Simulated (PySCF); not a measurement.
Al2(mu-F)2(Cl)4, Al2Cl4F2, singlet (PBE0/def2-SVP optimised geometry):

```
8

Al    -0.654    -1.243    -0.001
Al     0.654     1.243     0.000
F      0.000     0.000     1.169
Cl    -2.730    -1.243    -0.001
Cl     0.520    -2.954    -0.001
F      0.000     0.000    -1.169
Cl    -0.520     2.954     0.000
Cl     2.730     1.243     0.000
```

Calculation: PySCF with PBE0/def2-TZVP.

Q: What are the frontier orbital energies and the dipole moment?

A: HOMO-2 -9.81 eV, HOMO-1 -9.69 eV, HOMO -9.63 eV, LUMO -1.04 eV, LUMO+1 -0.26 eV; dipole moment 0.00 D.

On the same geometry PBE/def2-TZVP in PySCF gives HOMO-2 -8.36 eV, HOMO-1 -8.24 eV, HOMO -8.19 eV, LUMO -1.94 eV, LUMO+1 -1.08 eV; dipole moment 0.00 D.

Meta-Löwdin charges at PBE0/def2-TZVP: Al1 1.07, Al2 1.07, F3 -0.47, Cl4 -0.30, Cl5 -0.30, F6 -0.47, Cl7 -0.30, Cl8 -0.30.
